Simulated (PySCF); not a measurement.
C₂H₅O₂, charge +1.

```xyz
9

C      0.3963    -1.4717     0.0000
O     -0.6988    -0.4915     0.0000
C     -0.5336     0.7571     0.0000
O      0.5733     1.3902     0.0000
H      0.9899    -1.3448     0.9168
H     -0.1035    -2.4454     0.0000
H      0.9899    -1.3448    -0.9168
H     -1.4421     1.3768     0.0000
H      1.3941     0.8565     0.0000
```
Charge +1, spin multiplicity 1.

Geometry: B3LYP-D3(BJ)/def2-SVP. The isomer is the one that the SMILES or the coordinates give; other isomers of the formula were not compared. One conformer was computed; it need not be the lowest.

Computed with PBE/pcSseg-1 run with PySCF. Non-relativistic, no solvent.

Computed absolute GIAO shielding of each atom: isotropic value and principal components (ppm):
| atom | σ(iso) | σ11 | σ22 | σ33 | span |
|---|---|---|---|---|---|
| C1 | 115.3 | 74.1 | 93.5 | 178.2 | 104.1 |
| O2 | 53.8 | -139.5 | 15.1 | 285.8 | 425.2 |
| C3 | 2.5 | -66.8 | -9.0 | 83.4 | 150.2 |
| O4 | 85.7 | -94.3 | 79.6 | 271.7 | 365.9 |
| H5 | 26.6 | 23.7 | 24.6 | 31.4 | 7.7 |
| H6 | 25.5 | 22.4 | 24.2 | 29.8 | 7.4 |
| H7 | 26.6 | 23.7 | 24.6 | 31.4 | 7.7 |
| H8 | 22.9 | 19.1 | 23.7 | 25.8 | 6.7 |
| H9 | 22.1 | 17.8 | 20.9 | 27.5 | 9.6 |
